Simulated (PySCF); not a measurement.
ReS₂⁻: fields on a plane

These are results of PySCF, UPBE0, basis Re def2-SVPD with ECP60, S def2-SVPD (scalar-relativistic core potentials, no spin–orbit coupling, density fitting), not measurements.

The triplet minimum has Re–S 2.146 Å (×2); S–Re–S 141.1°.

The plane holds Re1 at (0.00, 0.00), S2 at (2.15, 0.00), S3 at (-1.67, 1.35) Å. Columns run from x = -3.75 to 4.35 Å, rows from y = 3.75 (top) to -1.95 Å, in steps of 0.3 Å. Other isomers or separated fragments may lie lower. Core electrons replaced by a potential are absent, the electrostatic potential uses the reduced nuclear charge, and values within about 0.7 Å of such atoms have no physical meaning.

Task: Give the electron localisation function (set to 0 where the density is under 0.005 e/Å³). Lower edges of the bins: '0' 0.000, '1' 0.100, '2' 0.200, '3' 0.299, '4' 0.399, '5' 0.499, '6' 0.599, '7' 0.699, '8' 0.798, '9' 0.898; top 1.00.

Result: 
```
0000000000000000000000000000
0000234432100000000000000000
0003566654310000000000000000
0035677776531000000000000000
0246788887642100000000000000
1357899988753110000111000000
1367996358763211112233331000
2468951715864221223455554200
2468828963863222345677766420
2467841716732322367888887530
1457885257435652478779987640
1356888874477873485003998652
0246778742680085470881898642
0135666411680086471881798641
0013454211478884375002887531
0001222111356641278878876420
0000111223444310268888765310
0000011234554211367777653200
0000001345665321356665432000
0000000345665421234444320000
```

Task: Give the highest occupied orbital (Å^-3/2) at -0.96 eV (cut at ±0.3; overall sign arbitrary). Lower edges of the bins (Å^-3/2): '_' -0.300, '.' -0.250, ':' -0.201, '-' -0.151, '=' -0.101, '+' -0.051, '*' -0.002, '#' 0.048, '%' 0.098, '@' 0.147; top 0.20, each point printed twice.

Result: 
```
++++++++++++++++++++++++********************************
++++++++++++++++++++++++********************************
++++++++++++++++++++++++**********************++++++++++
++++++++++++++++++++++++********************++++++++++++
++++++++++========++++++******************++++++++++++++
++++++++++==----====++++****************++++++++++++++++
**++++++++==------==++++**************++++++++++++++++++
******++++====**====++****######******++++++++++++++++++
************++--++==++**########****++++++++++++++++++++
**********##**++++====++**%%%%##****++========++++++++++
********######**++==::::==######**++====----====++++++++
********######**++--______==============------==++++++++
********######**++::____--++____::====##@@==--==++++++++
**********####****==____++--____::==++++==++==++++++++++
**********######****==--::______--++**####**++++++++++++
************##############==----++**########************
************######%%%%%%%%##********########************
************######%%%%%%%%%%##############**************
**************########%%%%############******************
****************##################**********************
```

With open d or f shells other occupations or spin states may lie lower. The lowest empty level of this anion is unbound, so it and the gap depend on the basis. No spin–orbit coupling is included, which matters more the heavier the element.
